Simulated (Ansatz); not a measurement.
`[NH2][Ta]([F])(=[S])[Cl]` + `CC(C)C` → `[CH3][Ta]([F])(=[S])[Cl]` + `CC(C)N` at 700 K and 1 bar (formal exchange of groups at a Ta–N bond).

Isolated molecules relaxed with PBE0-D4/def2-TZVP in Ansatz; ΔE leaves out vibrations. CBS: MP2 limit from def2 TZ/QZ plus the TZ coupled-cluster correction, frozen cores. Elements past krypton have def2 core potentials. For Ta outer-core shells are correlated without core-valence functions, which leaves a few kJ/mol of doubt a bond. One conformer a species, not always the lowest.

| species | CCSD(T)/CBS energy (Eh) | H − E (kJ/mol) | S (J/(mol·K)) |
| --- | --- | --- | --- |
| `[NH2][Ta]([F])(=[S])[Cl]` | -1070.37365 | 151.1 | 473.0 |
| `CC(C)C` | -158.24397 | 420.1 | 408.8 |
| `[CH3][Ta]([F])(=[S])[Cl]` | -1054.28407 | 180.2 | 489.8 |
| `CC(C)N` | -174.28253 | 389.3 | 410.3 |

H − E and S are ideal-gas, rigid-rotor, harmonic terms from PBE0-D4/def2-TZVP, for one conformer and one mirror image of each species. 1 Eh = 2625.50 kJ/mol, R = 8.31446 J/(mol·K).

Problem. By hand: ΔE, ΔH, ΔS and ΔG.

Solution. ΔE = (-1054.28407) + (-174.28253) − (-1070.37365) − (-158.24397) = 0.05102 Eh = 134.0 kJ/mol. Δ(H − E) = 180.2 + 389.3 − 151.1 − 420.1 = -1.7, so ΔH = 132.3 kJ/mol. ΔS = 489.8 + 410.3 − 473.0 − 408.8 = 18.3 J/(mol·K). ΔG = 132.3 − 700 × (18.3)/1000 = 119.5 kJ/mol.

Problem. By hand: the equilibrium constant, and the temperature at which ΔG would vanish if ΔH and ΔS stayed fixed.

Solution. log₁₀ K = −ΔG/(RT ln 10) = -8.9. ΔG = 0 at ΔH/ΔS = 7230 K, far beyond where these terms or the molecules hold.

ΔH outweighs TΔS. A doubt of 5 kJ/mol in ΔE shifts log₁₀ K by 0.4 here. Other conformers and mirror images would add mixing entropy, several J/(mol·K) or more a flexible species. These are equilibria of isolated gas molecules and say nothing of rates. Largest T1 diagnostic: 0.020 (customary marks: 0.02 for closed shells, 0.045 for open ones).
